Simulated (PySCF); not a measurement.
C₅H₁₀O₃Si.
SMILES: `C=CCO[SiH2]OC(C)=O`

A linear-response calculation (PySCF, def2-SVPD basis, gas phase, vertical, core orbitals frozen in the response) gave these numbers; the functional is withheld.

Orbital energies (eV): HOMO-3 -10.61, HOMO-2 -9.95, HOMO-1 -9.74, HOMO -9.12, LUMO 0.97, LUMO+1 1.08, LUMO+2 1.11.

```json
{"state": "S1", "E (eV)": "5.88", "f": "0.0007", "main configurations (H = HOMO, L = LUMO)": "H-1→L+2 (68%), H-1→L+1 (15%)"}
{"state": "S2", "E (eV)": "7.23", "f": "0.281", "main configurations (H = HOMO, L = LUMO)": "H→L (76%), H-2→L (12%)"}
{"state": "S3", "E (eV)": "7.45", "f": "0.045", "main configurations (H = HOMO, L = LUMO)": "H→L+3 (65%), H→L+4 (12%)"}
{"state": "S4", "E (eV)": "7.62", "f": "0.031", "main configurations (H = HOMO, L = LUMO)": "H→L+4 (20%), H→L+1 (17%), H-2→L+3 (10%)"}
{"state": "S5", "E (eV)": "7.75", "f": "0.091", "main configurations (H = HOMO, L = LUMO)": "H-3→L (26%), H-2→L (18%), H-1→L (11%)"}
{"state": "S6", "E (eV)": "7.78", "f": "0.081", "main configurations (H = HOMO, L = LUMO)": "H-1→L+1 (33%), H-3→L (18%), H-1→L+2 (10%)"}
```

Triplets (Tamm–Dancoff): T1 4.37 eV, H→L (63%), H→L+3 (19%); T2 5.38 eV, H-1→L+2 (68%), H-1→L+1 (15%); T3 6.24 eV, H-4→L+2 (55%), H-4→L+1 (12%), H-6→L+2 (12%); T4 7.14 eV, H-2→L (40%), H→L (15%), H→L+3 (14%).

Vertical ionisation energy by ΔSCF with the same functional: 9.97 eV. Mean static polarisability: 97.0 au.

Question: Which of these was used?
A. PBE
B. B3LYP
C. CAM-B3LYP
D. HF

Answer: C. CAM-B3LYP is range-separated, 19% exact exchange at short range and 65% at long range (ω = 0.33 bohr⁻¹). In this run −ε(HOMO) = 9.12 eV differs from the ΔSCF value by -0.85 eV, and S1 differs from the orbital gap of 10.08 eV by -4.20 eV. The ratio −ε(HOMO)/IP is 0.91. Usual ranges for neutral molecules in this basis: 0.85 to 0.93 with CAM-B3LYP, 0.5 to 0.7 with PBE, 0.67 to 0.83 with B3LYP; Hartree–Fock can't fall below 1, since the ion's relaxation only lowers the ΔSCF value. The other options: PBE, a GGA without exact exchange; HF, time-dependent Hartree–Fock, 100% exact exchange; B3LYP, a global hybrid with 20% exact exchange.

Method used: TDDFT CAM-B3LYP/def2-SVPD, vertical, gas phase, core orbitals frozen in the response in PySCF. One conformer (not necessarily the lowest) at the PBE0-D3(BJ)/def2-SVP geometry, without solvent, vibrations or thermal averaging.
